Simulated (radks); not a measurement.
All-electron atom: Sn V in [Kr] 4d10.

Calculated with a radial shooting solver on a logarithmic mesh with Libxc functionals: Dirac Kohn-Sham, LDA (Slater exchange, Perdew-Wang correlation), spin-unpolarised, spherical densities, point nucleus.

Energy parts (eV):
total: -167899.551
kinetic: 176753.083
electron-nucleus: -405748.220
Hartree: 65413.005
exchange-correlation: -4317.419

Orbitals (lengths in bohr, moments of r in powers of bohr; r(max) is where P^2 peaks):
orbital  occ.  eigenvalue (eV)   r(max)  small-component weight
1s1/2       2        -29004.50  0.01879                3.37e-02
2s1/2       2        -4414.620   0.1063                7.13e-03
2p1/2       2        -4128.741  0.08180                7.15e-03
2p3/2       4        -3898.417  0.08633                6.83e-03
3s1/2       2        -885.9714   0.3081                2.06e-03
3p1/2       2        -769.6558   0.2943                2.00e-03
3p3/2       4        -727.6034   0.3046                1.92e-03
3d3/2       4        -521.2079   0.2491                1.80e-03
3d5/2       6        -512.5179   0.2520                1.78e-03
4s1/2       2        -176.1292   0.7451                5.61e-04
4p1/2       2        -137.3265   0.7706                5.01e-04
4p3/2       4        -129.6431   0.7956                4.74e-04
4d3/2       4         -68.5396   0.8783                3.34e-04
4d5/2       6         -67.4513   0.8879                3.27e-04

The highest occupied level is 4d5/2 at -67.451 eV. For comparison, the ionisation energy in NIST's Atomic Spectra Database is 77.03 eV (measured). In exact Kohn-Sham theory the highest level is minus the ionisation energy, but local and semilocal functionals leave it too shallow, through self-interaction and a potential that decays too fast; potentials with the right tail come closer.
